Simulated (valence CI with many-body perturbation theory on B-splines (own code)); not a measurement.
**Cs33+ in brief**

Calculated by configuration interaction combined with many-body perturbation theory (CI+MBPT): four valence electrons over a frozen Dirac-Fock core [Ar], radial functions for each j: 9 s, 9 p, 10 d, 8 f, 5 g, 3 h, 1 i, with the one-electron correlation potential Σ1 (screened to all orders), the two-electron term Σ2, the three-electron term Σ3, Breit, model QED; selected single and double excitations, second order for the rest (own B-spline code, finite nucleus).

The last digits are not significant, and no measured levels were compared; by estimate large intervals hold to a few tenths of a per cent, small ones and those within an open d or f shell to about a per cent. Only levels of the ground parity were solved; by the run's estimate the other parity begins above the list, which can be wrong where configurations are misplaced.

Levels are named by their leading jj configuration (3d3/2^4 stands for four electrons in 3d with j = 3/2), which in mixed levels can hold well under half, so a name can repeat and another be missing.

Rates and lifetimes use the calculated energies. Strong lines usually hold to 10 to 20 %, long lifetimes can be off by a factor of two.

(1) What is the ground level?

(2) What is the ionisation energy?

(3) How well does LS coupling describe the low levels?

Answers

(1) (3d3/2^4) J=0, composition 52 % 3d4 3P + 40 % 3d4 5D + 9 % 3d4 1S.

(2) 2138.1 eV; NIST lists 2137 ± 5 eV (theoretical).

(3) Among the lowest 20 levels the leading LS term, summed over configurations, holds 54 % on average. For single configurations the figures are 54 % in LS and 84 % in jj coupling. Terms mix most in the J = 4 level at 19.70 eV, where the leading one holds 32 %.
